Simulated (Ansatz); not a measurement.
Saddle point of AlAsH₆S, closed shell (AlH₃S ([AlH2][SH]) + AsH₃ → AlAsH₄ ([AlH2][AsH2]) + H₂S (still joined by a long Al–S bond); bonds formed: Al1–As6, S2–H5; bonds broken: H5–As6; bonds weakened to dative contacts: Al1–S2), PBE0-D4/def2-TZVP structure:

```tsv
atom	x (Å)	y (Å)	z (Å)
Al1	-0.7008	-0.0309	-0.7017
S2	0.8940	1.7028	-1.0033
H3	-0.3456	-1.3200	-1.5425
H4	-2.0913	0.7122	-0.5977
H5	0.5813	0.9101	0.3971
As6	0.1181	-0.3249	1.8198
H7	1.9148	0.8560	-1.2218
H8	0.8725	-1.5259	1.2682
H9	-1.2430	-0.9794	1.5820
```

Energies are electronic, without zero-point energy. Barriers and step energies count from the start structure reached by relaxing down the imaginary mode; all methods use the PBE0-D4 structures, on which another method's saddle can fall below an end. Ansatz 0.2.0; basis: def2-TZVPP, with def2-QZVPP for the basis limit; cores frozen in the correlated methods. Filled d shells of the heavier atoms are correlated. The def2 sets are not built for correlating such inner shells, so the correlated values are less sure here. B3LYP uses VWN-RPA correlation. Extrapolation: Hartree–Fock as exp(−7.88 √X), correlation as X^−2.97.

```csv
method,barrier (kJ/mol),step energy (kJ/mol)
SPW92,?,9.8
PBE-D4,60.7,14.8
BLYP-D4,80.2,23.0
r2SCAN-D4,70.8,16.6
B97M-V,93.7,27.5
PBE0-D4,?,12.4
B3LYP-D4,?,20.4
r2SCAN0-D4,80.6,14.3
BHLYP-D4,108.4,18.3
CAM-B3LYP-D4,100.8,19.7
wB97X-V,101.2,16.6
wB97M-V,99.0,20.1
B2PLYP,96.2,20.3
PBE-QIDH,87.2,12.6
RPA on PBE,98.6,18.2
HF,157.0,24.0
MP2,89.8,16.6
CCSD,110.6,17.9
CCSD(T),99.6,17.3
```

(1) Fill in the withheld barriers. (An estimate is asked for; the value comes from the calculation.)

The T1 diagnostic stays at or below 0.012.

Results:

(1) The calculation gives: SPW92 42.5; B3LYP-D4 90.1; PBE0-D4 74.2 kJ/mol. Each is the energy of the saddle less that of the start structure, by the same method.

For comparison, the barrier by CCSD(T) at an estimated basis limit (MP2 extrapolated from triple and quadruple zeta, plus CCSD(T) − MP2 in triple zeta) is 95.2 kJ/mol.

Labels in which every atom is bracketed show which atoms are joined, not bond orders.

For scale, one of the runs: CCSD(T)/def2-TZVPP, 216 basis functions (an equivalent command: `ansatz run in.yaml --threads 4`). The run took 50 s on 4 CPU threads (shared host), with 2.9 GiB of host memory at its peak.
